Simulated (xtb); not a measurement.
Job for xtb: GFN1-xTB on BiH3Te2 (SMILES [TeH][BiH][TeH]), a point of a torsion scan.

```
$ xtb mol.xyz --gfn 1 --sp --chrg 0 --uhf 0
6

Te    -2.28063682     0.03449973    -0.23738707
Bi     0.22121632     0.78883601     0.79699457
Te    -0.68139821     2.99651208     2.28222990
H     -2.07691360     1.00232853    -1.56770344
H     -0.13346998    -0.26657007     2.20026042
H      0.12392308     4.04683955     1.28230016
```

Task: Predict the final total energy.

Result: -11.4358 hartree.
